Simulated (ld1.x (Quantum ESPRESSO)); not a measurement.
# An all-electron radial function and its pseudo partner (C)

Columns: radius, all-electron u(r) and pseudo u(r) of the 2s shell (level -13.65 eV) of carbon in the configuration [He] 2s2 2p2; PBEsol, scalar-relativistic, TM scheme, ld1.x (Quantum ESPRESSO) 7.5.

```json
{"r (bohr)": "0.085", "all-electron": "0.3106", "pseudo": "-0.0676"}
{"r (bohr)": "0.170", "all-electron": "0.3389", "pseudo": "-0.1313"}
{"r (bohr)": "0.255", "all-electron": "0.2344", "pseudo": "-0.1883"}
{"r (bohr)": "0.340", "all-electron": "0.0758", "pseudo": "-0.2393"}
{"r (bohr)": "0.425", "all-electron": "-0.0954", "pseudo": "-0.2902"}
{"r (bohr)": "0.510", "all-electron": "-0.2577", "pseudo": "-0.3509"}
{"r (bohr)": "0.595", "all-electron": "-0.4012", "pseudo": "-0.4302"}
{"r (bohr)": "0.680", "all-electron": "-0.5222", "pseudo": "-0.5259"}
{"r (bohr)": "0.765", "all-electron": "-0.6201", "pseudo": "-0.6201"}
{"r (bohr)": "0.850", "all-electron": "-0.6954", "pseudo": "-0.6954"}
{"r (bohr)": "0.935", "all-electron": "-0.7505", "pseudo": "-0.7505"}
{"r (bohr)": "1.020", "all-electron": "-0.7875", "pseudo": "-0.7875"}
{"r (bohr)": "1.105", "all-electron": "-0.8091", "pseudo": "-0.8091"}
{"r (bohr)": "1.190", "all-electron": "-0.8179", "pseudo": "-0.8179"}
{"r (bohr)": "1.275", "all-electron": "-0.8161", "pseudo": "-0.8161"}
{"r (bohr)": "1.360", "all-electron": "-0.8058", "pseudo": "-0.8058"}
{"r (bohr)": "1.445", "all-electron": "-0.7888", "pseudo": "-0.7888"}
{"r (bohr)": "1.530", "all-electron": "-0.7666", "pseudo": "-0.7666"}
{"r (bohr)": "1.615", "all-electron": "-0.7406", "pseudo": "-0.7406"}
{"r (bohr)": "1.700", "all-electron": "-0.7117", "pseudo": "-0.7117"}
{"r (bohr)": "1.785", "all-electron": "-0.6810", "pseudo": "-0.6810"}
{"r (bohr)": "1.870", "all-electron": "-0.6491", "pseudo": "-0.6491"}
{"r (bohr)": "1.955", "all-electron": "-0.6166", "pseudo": "-0.6166"}
{"r (bohr)": "2.040", "all-electron": "-0.5841", "pseudo": "-0.5841"}
{"r (bohr)": "2.125", "all-electron": "-0.5518", "pseudo": "-0.5518"}
{"r (bohr)": "2.210", "all-electron": "-0.5201", "pseudo": "-0.5201"}
```

Q: How many radial nodes do the two functions have?

A: The all-electron 2s function has n − l − 1 = 1; the pseudo-wave has 0, since the states of the same l below it are removed with the core.

Q: At about which radius was the pseudo-wave matched?

A: 0.80 bohr, where the columns begin to agree (steps of 0.09 bohr).

Q: Where does each function peak?

A: Outermost all-electron maximum near 1.19 bohr, pseudo maximum near 1.19 bohr (to the table’s step).

Q: Is the pseudo-wave norm-conserving?

A: Yes: the TM scheme keeps the norm inside the radius equal to the all-electron one, which fixes the energy derivative of the logarithmic derivative at the level.
